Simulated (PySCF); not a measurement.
Compound: C6H6F2N (doublet state).
Structure used (GFN2-xTB), in Å, numbered top down from 1:
```xyz
15
C6H6F2N angstrom
F      1.4176   -0.9958    1.9720
C      1.6694    0.3478    1.7987
F      0.8511    0.9661    2.6923
C      1.3684    0.7892    0.4328
N      2.0489    0.5910   -0.8566
C      0.7727    0.3170   -0.7197
C     -0.4064   -0.1357   -1.3683
C     -1.7355    0.3770   -0.8403
C     -1.3398   -1.0189   -0.5532
H      2.7100    0.5340    2.1012
H     -0.3097   -0.3303   -2.4287
H     -2.5023    0.5660   -1.5752
H     -1.7004    1.0989   -0.0384
H     -1.8215   -1.8237   -1.0860
H     -1.0269   -1.2746    0.4476
```

The hyperfine couplings belong to this conformer and change with its torsions.

Identity: `FC(F)C1=N[C]1C1CC1` [radical].

Computed with UKS B3LYP, pcH-1 on C F H N, non-relativistic, mean-field spin-orbit, GIAO (PySCF). Isolated species at its GFN2-xTB geometry (one conformer only). A GFN2-xTB geometry isn't a minimum of the functional, and hyperfine couplings can be far from their values at a DFT geometry. The SCF solution wasn't tested for stability.

Q: Where do the isotropic ENDOR lines of N5, F1/F3, H10, H12/H14, H11 and H13/H15 fall at 1218.0 mT, to first order?

A: For S = 1/2 in fast tumbling each set of equivalent nuclei gives two lines, ν± = |νn ± a/2| to first order, with νn = g_N μN B/h and μN/h = 7.62259 MHz/T.

| nuclei | isotope | g_N | νn (MHz) | a_iso (MHz) | lower line (MHz) | upper line (MHz) |
| --- | --- | --- | --- | --- | --- | --- |
| N5 | 14N | 0.4038 | 3.75 | 17.96 | 5.23 | 12.73 |
| F1/F3 | 19F | 5.2577 | 48.81 | 120.66 | 11.51 | 109.14 |
| H10 | 1H | 5.5857 | 51.86 | -3.52 | 50.10 | 53.62 |
| H12/H14 | 1H | 5.5857 | 51.86 | -1.69 | 51.01 | 52.71 |
| H11 | 1H | 5.5857 | 51.86 | -0.92 | 51.40 | 52.32 |
| H13/H15 | 1H | 5.5857 | 51.86 | 0.84 | 51.44 | 52.28 |

Q: Which pairs are centred on the nuclear Larmor frequency, and which on half the coupling?

A: Centred on νn, since |a| < 2νn: H10, H12/H14, H11 and H13/H15. Centred on |a|/2 and split by 2νn: N5 and F1/F3.

Means are taken over nuclei equivalent by connectivity, which assumes that they swap fast. The 19F value of +120.7 MHz is a mean of couplings from 57.8 to 183.5 MHz in this one geometry, not an average over conformers.

The Mulliken spin populations are largest on C4 (+0.72), N5 (+0.34) and C6 (-0.10). The positive populations add up to 1.11 and the negative ones to -0.11, together 2S = 1. The angles at C4 add up to 327.3°, so it is pyramidal.

The run took 1.7 min (with the writing of density and orbital grids) on an Arm Neoverse V1 with one thread, shared host with 32 logical CPUs at a one-minute load of 26, and the process peaked at 1.0 GiB of memory.

The SMILES draws the unpaired electron on C6; the largest computed Mulliken spin population is on C4 (0.72 against -0.10).
